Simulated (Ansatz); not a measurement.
Spectroscopic constants of BeF, multiplicity 2 (lowest of 2S+1 = 2, 4 at CCSD(T)/def2-TZVPP on PBE0 minima; our sources give no spin for the ground state, which may be another).

```csv
level,bond energy D_e (kcal/mol)
SVWN5/def2-TZVPP,159.36
PBE/def2-TZVPP,142.80
r2SCAN/def2-TZVPP,142.25
B97M-V/def2-TZVPP,132.88
B3LYP/def2-TZVPP,137.32
PBE0/def2-TZVPP,136.60
BHLYP/def2-TZVPP,129.81
CAM-B3LYP/def2-TZVPP,139.03
wB97X-V/def2-TZVPP,134.62
wB97M-V/def2-TZVPP,132.32
B2PLYP/def2-TZVPP,136.65
CCSD/aug-cc-pVTZ,129.65
CCSD/def2-TZVPP,123.31
CCSD/aug-cc-pVQZ,132.20
CCSD/def2-QZVPP,131.02
CCSD(T)/aug-cc-pVTZ,132.63
CCSD(T)/def2-TZVPP,125.83
CCSD(T)/aug-cc-pVQZ,135.36
CCSD(T)/def2-QZVPP,133.91
```

The rows run from 123.31 (CCSD/def2-TZVPP) to 159.36 kcal/mol (SVWN5/def2-TZVPP). From def2-TZVPP to def2-QZVPP CCSD(T) changes by 8.08. The 11 functionals in def2-TZVPP without D3 or D4 span 29.55, from BHLYP to SVWN5.

D_e counts from the fitted minimum to each atom's lowest state at the same level, without counterpoise.

Correlated levels freeze the inner cores; with def2 sets outer-core shells near the valence are correlated too.

The values were computed with Ansatz (a quantum-chemistry and plane-wave program) with Gaussian orbitals. Values without a source in brackets are computed.
